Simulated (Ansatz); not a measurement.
# Computed against measured: atomisation enthalpy at 298 K

10 molecules holding an element past argon; the atomisation enthalpy at 298 K in kJ/mol, computed less measured. Shapes, held fixed at every level: PBE0-D4/def2-TZVP. Thermal terms are harmonic and unscaled (PBE0-D4/def2-TZVP); the spin-orbit lowering of the free atoms is taken from their spectra. Programs: Ansatz 0.2.0. Measured values: Active Thermochemical Tables, NIST-JANAF tables.

Levels: A = HF/STO-3G; B = MP2/def2-TZVPP; C = CCSD(T)/def2-SVP; D = CCSD/def2-TZVPP.

```
                            molecule  from tabulated heats     A     B     C     D
           ICl (iodine monochloride)                   211  -112   -16   -80   -51
               HOI (hypoiodous acid)                   635  -400   -13  -116   -67
         BBr2F (dibromofluoroborane)                  1388  -166   +44   -75   -81
              BBrF2 (SMILES FB(F)Br)                  1661  -329   +54   -73   -79
               BI3 (boron triiodide)                   819   +27  +100   -40   -36
CBr2ClF (dibromochlorofluoromethane)                  1329  -486   +32  -148  -130
CBrCl2F (bromodichlorofluoromethane)                  1391  -541   +30  -146  -132
       CHBrF2 (bromodifluoromethane)                  1630  -517   +27  -110   -94
              C2H3Br (vinyl bromide)                  2126  -291   -16  -110   -97
                C2H5Br (SMILES CCBr)                  2699  -156   -36  -128   -95
```

(1) Which level does best on this set, which worst, and which err to one side?

## Answers

(1) 
```json
{"level": "HF/STO-3G", "kind": "Hartree–Fock", "mean error": "-297.1", "mean absolute error": "302.5", "worst case": "CBrCl2F"}
{"level": "MP2/def2-TZVPP", "kind": "perturbation theory", "mean error": "+20.6", "mean absolute error": "36.8", "worst case": "BI3"}
{"level": "CCSD(T)/def2-SVP", "kind": "coupled cluster or CI", "mean error": "-102.6", "mean absolute error": "102.6", "worst case": "CBr2ClF"}
{"level": "CCSD/def2-TZVPP", "kind": "coupled cluster or CI", "mean error": "-86.2", "mean absolute error": "86.2", "worst case": "CBrCl2F"}
```

On this set MP2/def2-TZVPP has the smallest mean absolute error and HF/STO-3G the largest. HF/STO-3G is too low in 9 of 10; CCSD(T)/def2-SVP is too low in 10 of 10; CCSD/def2-TZVPP is too low in 10 of 10. The molecules' own spin-orbit binding is left out, so errors for heavy halides read too negative. The tabulated values of BBr2F, BBrF2, BI3 are in doubt (older tables, estimates, or at odds with other calculations) and kept here. Over the 7 molecules whose values aren't doubted the mean absolute errors are A 357.6; B 24.3; C 119.7; D 95.1. Hartree–Fock lacks correlation and underbinds. Rows in very small basis sets show the basis more than the method. Correlated wave functions converge slowly with the basis. CCSD also lacks the triples, which bind further. For atoms past krypton def2 sets carry core potentials with scalar relativity. All-electron rows are non-relativistic unless named. Relativity is left out for Br. Outer-core shells of Br, I are correlated in most correlated rows, in sets that cover them unevenly. The set is small.
